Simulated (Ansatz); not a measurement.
Harmonic frequencies (cm⁻¹) at PBE0-D4/def2-TZVP from Ansatz: 128, 210, 286, 336, 413, 593, 666, 735, 795, 890, 900, 985, 990, 1086, 1097, 1161, 1180, 1317, 1393, 1406, 1483, 1493, 1630, 3033, 3095, 3108, 3113, 3124, 3188, 3850.

Each molecule was computed in one conformer, which needn't be the lowest.

**Question.** Which molecule is it?
A. `O[SiH]1[SiH2][Al]1[SiH3]`
B. `OC1[SiH2]CB1F`
C. `BCC(C)=O`
D. `CC1CB1O`

**Answer.** D.
